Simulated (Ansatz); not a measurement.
System: CHClF₂, charge 0, multiplicity 1. SMILES: ClC(F)F
Geometry from a B3LYP-D3(BJ)/def2-TZVP (Ansatz, a quantum-chemistry and plane-wave program) optimisation:
```xyz
5

F     -0.9293     1.1547    -0.2887
C     -0.4772     0.0446     0.3178
F     -1.0941    -1.0146    -0.2314
Cl     1.2802    -0.0951     0.0818
H     -0.6909     0.0890     1.3835
```

Computed values are from Ansatz. Cores are frozen in the correlated levels unless marked. UHF or UKS for open shells. No spin-orbit coupling. No relativistic terms. CBS marks a two-point X^-3 extrapolation of the correlation energy; Hartree-Fock from the larger set. The bracket is a focal-point correction in the basis named.

```json
{
  "atomisation energy De": "1748.2 kJ/mol at RI-MP2/CBS(aug-cc-pV(T+d)Z,aug-cc-pV(Q+d)Z)+[CCSD(T)-MP2]/aug-cc-pV(T+d)Z",
  "total_energy": "-697.9989 Eh at RI-MP2/CBS(aug-cc-pV(T+d)Z,aug-cc-pV(Q+d)Z)+[CCSD(T)-MP2]/aug-cc-pV(T+d)Z",
  "dipole_moment": "1.46 D at CCSD(T)/aug-cc-pV(D+d)Z",
  "T1 diagnostic": "0.012 at CCSD/aug-cc-pV(T+d)Z",
  "measured enthalpy of formation, 298 K": "-482.8 kJ/mol (Active Thermochemical Tables 1.112 (ions: stationary electron), as tabulated in the package chemicals)"
}
```
